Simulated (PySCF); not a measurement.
Tl²⁺: excitation energy

Tl²⁺ [Xe] 4f14 5d10 6s1 (2S) → Tl²⁺ [Xe] 4f14 5d9 6s1 6p1 (high-spin determinant), as a difference of total energies. Calculation: PySCF 2.14, in aug-cc-pwCVDZ-PP with ECP60MDF (6s5p4d1f, 48 functions); a scalar-relativistic core potential. Correlated levels: valence and next inner shell: nothing frozen outside the core potential. The calculations carry no spin-orbit coupling.

| method | excitation energy (eV) |
| --- | --- |
| UHF | 16.100 |
| LDA | 17.276 |
| PBE | 17.131 |
| PBE0 | 17.086 |
| r2SCAN | 17.048 |
| PBEsol | 17.127 |
| r2SCANh | 17.027 |
| MN15 | 16.919 |
| MP2 (valence and next inner shell) | 17.143 |
| SCS-MP2 (valence and next inner shell) | 17.109 |

Task: How much does correlation contribute at MP2 (valence and next inner shell)?

Result: 17.143 − (16.100) = 1.043 eV, measured against UHF.

The determinant of the upper state mixes LS terms, which raises its energy above the lowest term, most at the Hartree-Fock and MP2 levels.
